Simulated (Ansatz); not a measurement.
Geometry optimisation, RKS PBE-D4/6-31G* (Ansatz).

Input:

```yaml
crystal:
  periodic: [false, false, false]
  atoms:
    - { symbol: Si, position_ang: [-0.949168, -0.557029, -0.028464] }
    - { symbol: O, position_ang: [1.950592, 0.108148, 0.769731] }
    - { symbol: H, position_ang: [-0.225719, -1.583917, -0.866166] }
    - { symbol: H, position_ang: [-2.415437, -0.875824, -0.025646] }
    - { symbol: O, position_ang: [-0.539606, -0.52499, 1.575079] }
    - { symbol: H, position_ang: [1.535296, 0.745065, 0.152779] }
    - { symbol: "N", position_ang: [-0.524607, 0.97447, -0.870489] }
    - { symbol: H, position_ang: [2.244148, -0.631984, 0.202864] }
    - { symbol: H, position_ang: [0.439621, -0.346998, 1.624013] }
    - { symbol: H, position_ang: [-0.399299, 0.909588, -1.883768] }
    - { symbol: H, position_ang: [-1.11572, 1.78347, -0.649735] }
basis:
  gaussian: { orbitals: "6-31G*" }
hamiltonian:
  xc: pbe
  dispersion: d4
relax:
  f_tol: 0.03
  max_steps: 50
```

Launched with:

```bash
$ ansatz run input.yaml --threads 2 --pin off --max-ram 3072MiB --backend cpu --events-out ev --progress --plain --runs-dir out
```

Question: Where does it end, and by what steps?

Answer: The run converged. After 11 steps the energy has fallen by 0.118 eV; H8 moved furthest, 0.48 Å.

| step | energy less start (eV) | largest force component (eV/Å) | accepted |
| --- | --- | --- | --- |
| 0 | 0.0000 | 0.522 | yes |
| 1 | -0.0563 | 0.563 | yes |
| 2 | -0.0714 | 0.425 | yes |
| 3 | -0.1044 | 0.297 | yes |
| 4 | -0.1106 | 0.133 | yes |
| 5 | -0.0975 | 0.382 | no |
| 6 | -0.1134 | 0.045 | yes |
| 7 | -0.1164 | 0.073 | yes |
| 8 | -0.0869 | 0.786 | no |
| 9 | -0.1168 | 0.049 | yes |
| 10 | -0.1172 | 0.075 | yes |
| 11 | -0.1176 | 0.007 | yes |

```xyz
11
Properties=species:S:1:pos:R:3
Si -1.056 -0.637 -0.053
O 1.906 0.400 0.807
H -0.613 -1.726 -0.996
H -2.551 -0.646 0.059
O -0.473 -0.729 1.493
H 1.294 0.731 0.084
N -0.374 0.813 -0.831
H 2.482 -0.245 0.350
H 0.488 -0.441 1.505
H -0.309 0.769 -1.852
H -0.793 1.709 -0.566
```

Time of the run: 15 s on 2 threads of Intel(R) Xeon(R) Platinum 8488C (Sapphire Rapids), on a shared host, peak memory 0.12 GiB.
